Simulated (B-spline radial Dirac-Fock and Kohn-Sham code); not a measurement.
**Mo⁷⁺: scattering cross sections and density moments**

System: molybdenum as Mo⁷⁺, 1s2 2s2 2p6 3s2 3p6 3d10 4s2 4p5.

Method: Dirac-Fock orbitals of the configuration average with a finite nucleus. Computed with a radial B-spline solver.

| Item | Value |
| --- | --- |
| Sum of ⟨r⟩ | 16.50 bohr |
| Sum of ⟨r²⟩ | 13.68 bohr² |
| Sum of ⟨1/r⟩ | 228.85 per bohr |
| Langevin diamagnetic susceptibility | -10.8 × 10⁻⁶ cm³/mol |
| Lamb shielding (α²/3)Σ⟨1/r⟩ | 4062 ppm |

Coherent scattering is the Thomson cross section weighted by f₀², without anomalous dispersion; incoherent scattering is Klein-Nishina weighted by S. The Lamb formula is the non-relativistic shielding expression. Electron correlation is left out.

```
hν (keV)  coherent (b)  incoherent (b)  incoherent per electron (b)
  8.0478         415.8           5.713                        0.163
      10         344.9           6.922                        0.198
 17.4793         183.5           10.29                        0.294
      20         153.3           11.12                        0.318
      50         39.82           15.18                        0.434
     200         3.451           13.58                        0.388
     500        0.5930           9.990                        0.285
    1000        0.1510           7.357                        0.210
```

Incoherent scattering overtakes coherent scattering between 50 and 200 keV.
